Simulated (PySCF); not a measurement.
# `CC[C@@H]1C[C@H](F)O1`, C$_{5}$H$_{9}$FO

Geometry:
```json
{"atom": "C1", "x (Å)": "-2.089", "y (Å)": "0.019", "z (Å)": "0.479"}
{"atom": "C2", "x (Å)": "-1.051", "y (Å)": "0.114", "z (Å)": "-0.632"}
{"atom": "C3", "x (Å)": "0.223", "y (Å)": "-0.629", "z (Å)": "-0.263"}
{"atom": "C4", "x (Å)": "1.146", "y (Å)": "0.058", "z (Å)": "0.758"}
{"atom": "C5", "x (Å)": "2.105", "y (Å)": "0.172", "z (Å)": "-0.423"}
{"atom": "F6", "x (Å)": "2.292", "y (Å)": "1.468", "z (Å)": "-0.837"}
{"atom": "O7", "x (Å)": "1.251", "y (Å)": "-0.524", "z (Å)": "-1.274"}
{"atom": "H8", "x (Å)": "-2.369", "y (Å)": "-1.017", "z (Å)": "0.652"}
{"atom": "H9", "x (Å)": "-2.981", "y (Å)": "0.576", "z (Å)": "0.206"}
{"atom": "H10", "x (Å)": "-1.698", "y (Å)": "0.428", "z (Å)": "1.407"}
{"atom": "H11", "x (Å)": "-1.442", "y (Å)": "-0.321", "z (Å)": "-1.554"}
{"atom": "H12", "x (Å)": "-0.804", "y (Å)": "1.157", "z (Å)": "-0.833"}
{"atom": "H13", "x (Å)": "0.013", "y (Å)": "-1.683", "z (Å)": "-0.053"}
{"atom": "H14", "x (Å)": "0.793", "y (Å)": "1.018", "z (Å)": "1.125"}
{"atom": "H15", "x (Å)": "1.496", "y (Å)": "-0.562", "z (Å)": "1.578"}
{"atom": "H16", "x (Å)": "3.109", "y (Å)": "-0.266", "z (Å)": "-0.348"}
```

Method used: TDDFT wB97X-D/def2-SVPD circular dichroism and optical rotation, one conformer, gas phase (PySCF 2.14.0). Geometry: GFN2-xTB.

The molecule is flexible and this is one conformer; a measurement averages over conformers.

Stereocentres: C3 R, C5 S.

Question: What is the specific rotation at 633, 589.3, 546, 436, 405, 365, 355 nm?

Answer: [α] in deg dm⁻¹ (g/mL)⁻¹:
```csv
λ (nm),origin-invariant length gauge,modified velocity gauge,length gauge (centre of mass),isotropic polarisability (au)
633,-46.9,-48.5,-46.1,63.4
589.3,-54.5,-56.4,-53.6,63.6
546,-64.2,-66.3,-63.0,63.8
436,-104.6,-108.0,-102.6,64.6
405,-123.4,-127.2,-120.9,65.0
365,-156.4,-161.0,-153.0,65.6
355,-166.8,-171.7,-163.2,65.8
```

Question: And for the mirror image at 589.3 nm?

Answer: +54.5 deg dm⁻¹ (g/mL)⁻¹ (origin-invariant length gauge): the same size and the opposite sign.

Question: What is the molar rotation [Φ] = [α]·M/100 of the geometry above at 589.3 nm?

Answer: With M = 104.12 g/mol, -56.8 deg cm² dmol⁻¹ (origin-invariant length gauge).

The first excitation lies at 8.21 eV (151 nm) with R = +2.5 × 10⁻⁴⁰ esu² cm² (velocity form).
